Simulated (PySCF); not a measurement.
**Basis and Hamiltonian dependence of the excitation energy of Ca**

Ca [Ar] 4s2 (1S) → Ca [Ar] 4s1 4p1, s spin flipped. Calculated with PySCF 2.14 from differences of total energies of unrestricted determinants, without spin-orbit coupling. Values in eV.

| basis | Hamiltonian | functions | UHF | r2SCAN | PBE0 | MP2 (valence) |
| --- | --- | --- | --- | --- | --- | --- |
| def2-TZVPPD | non-relativistic | 36 | 2.080 | 1.922 | 2.159 | 2.251 |
| x2c-TZVPPall | spin-free X2C | 36 | 2.105 | 1.953 | 2.188 | 2.276 |
| dyall-av3z | non-relativistic | 132 | 2.065 | 1.921 | 2.157 | 2.245 |
| dyall-av3z | spin-free X2C | 132 | 2.089 | 1.948 | 2.185 | 2.269 |
| aug-cc-pwCVQZ-X2C | spin-free X2C | 150 | 2.085 | 1.933 | 2.174 | 2.269 |

**Question.** Estimate the row for aug-cc-pVTZ-X2C (spin-free X2C, 59 functions).

**Answer.** From the rows with the same Hamiltonian and similar size; the calculation gives UHF 2.09; r2SCAN 1.93; PBE0 2.18; MP2 (valence) 2.27 (eV).

Frozen in the all-electron rows: valence: [Ar].

In the upper determinant the s electron has its spin opposite to the other open shell, which mixes two multiplicities. Non-relativistic rows lack the scalar-relativistic shift.
